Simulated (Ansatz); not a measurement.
Start from `C[NH][GeH]([F])[O]C` and change one atom or group to get `C[NH][GeH]([F])[Cl]`.

Ansatz, PBE0-D4/def2-TZVP geometries, multiplicity 1. Each molecule was computed in one conformer, which needn't be the lowest.

Scalar relativity is left out up to krypton.

| property | `C[NH][GeH]([F])[O]C` |
| --- | --- |
| LUMO energy (ωB97M-V/def2-TZVPP) / eV | 2.38 |
| HOMO–LUMO gap (PBE/def2-TZVPP) / eV | 5.57 |
| HOMO energy (ωB97M-V/def2-TZVPP) / eV | -9.58 |
| LUMO energy (PBE0/def2-TZVPP) / eV | 0.80 |
| LUMO energy (PBE/def2-TZVPP) / eV | -0.20 |
| size of the dipole moment (B3LYP/def2-TZVPP) / D | 1.18 |

Q: What does the change do to each property? (An estimate is asked.)

A: Ansatz gave: 
```
                                        property  `C[NH][GeH]([F])[Cl]`  shift
           LUMO energy (ωB97M-V/def2-TZVPP) / eV                   1.96  -0.42
             HOMO–LUMO gap (PBE/def2-TZVPP) / eV                   5.12  -0.45
           HOMO energy (ωB97M-V/def2-TZVPP) / eV                  -9.85  -0.27
              LUMO energy (PBE0/def2-TZVPP) / eV                   0.03  -0.77
               LUMO energy (PBE/def2-TZVPP) / eV                  -1.00  -0.80
size of the dipole moment (B3LYP/def2-TZVPP) / D                   2.78   1.60
```

With PBE0 the HOMO falls by 0.32 eV and the LUMO falls by 0.77 eV, so the gap narrows by about 0.45 eV. PBE moves the HOMO by -0.35 eV and ωB97M-V by -0.27 eV. Dipoles are sizes alone; their direction can turn.

B3LYP here is the variant with VWN-RPA as its local correlation; programs differ in this.
